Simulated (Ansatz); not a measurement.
Gas-phase electronic energies from Ansatz, PBE0-D4/def2-TZVP geometries. CCSD(T)/CBS is the MP2 limit (def2-TZVPP, def2-QZVPP) plus CCSD(T) − MP2 in def2-TZVPP, frozen cores. This one scheme is used for every species. Each species was taken in one conformer, which may not be the lowest.

Consider the formal hydrolysis of the Si–S bond: `CO[SiH](C)S` + H₂O → `CO[SiH](C)O` + H₂S.

| species | MP2/def2-TZVPP energy (Eh) |
| --- | --- |
| `CO[SiH](C)S` | -842.78437 |
| H₂O | -76.32349 |
| `CO[SiH](C)O` | -520.22392 |
| H₂S | -398.89878 |

Problem. Work out ΔE.

Solution. ΔE = (-520.22392) + (-398.89878) − (-842.78437) − (-76.32349) = -0.01484 Eh = -39.0 kJ/mol. CCSD(T)/CBS gives -38.2 kJ/mol.

Largest T1 diagnostic among the species: 0.011.

The D4 term adds +6.9 kJ/mol with B3LYP and +3.8 kJ/mol with PBE0; it sums over pairs of atoms, weighted by their polarisabilities, and B3LYP, whose exchange is more repulsive, gets the larger term. In def2-TZVPP, CCSD(T) changes the Hartree–Fock value by +16.3 kJ/mol (the triples alone add +3.4 kJ/mol) and MP2 by +20.7 kJ/mol.

B3LYP here is the variant with VWN-RPA as its local correlation; programs differ in this.
